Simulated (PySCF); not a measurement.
## C₆ coefficients of unlike pairs at PBE

Calculated with PySCF 2.14 from the dipole response of each species, C₆(A,B) = (3/π) ∫ α_A(iu) α_B(iu) du, in atomic units, from isotropic polarisabilities. For ions this is the dispersion term alone; charge-induced terms of lower order in 1/R come first.

```csv
species,configuration,basis,relativity,α (bohr³),C₆ (like pair)
Cr⁺,[Ar] 3d5 (6S),aug-cc-pVQZ-DK (9s8p6d4f3g2h),spin-free X2C,14.80,55.96
O³⁺,[He] 2s2 2p1 (2P),aug-cc-pVQZ-DK (6s5p4d3f2g),spin-free X2C,1.346,1.256
N,[He] 2s2 2p3 (4S),dyall-av2z (11s7p2d),none,7.463,25.33
Mn,[Ar] 3d5 4s2 (6S),"aug-cc-pVTZ with one added diffuse shell each of s, p, d, f, g type (9s8p6d4f3g)",none,75.75,723.5
```

Q: Estimate C₆ for Mn with O³⁺.

A: The integral gives 23.25. The combination rule 2 C_A C_B / (C_A α_B/α_A + C_B α_A/α_B) gives 21.75 and the geometric mean 30.14.

No spin-orbit coupling is included.

The other pairs:

| pair | C₆ |
| --- | --- |
| N, O³⁺ | 5.520 |
| Mn, N | 116.1 |
| Mn, Cr⁺ | 187.2 |
| N, Cr⁺ | 37.00 |
| O³⁺, Cr⁺ | 7.965 |
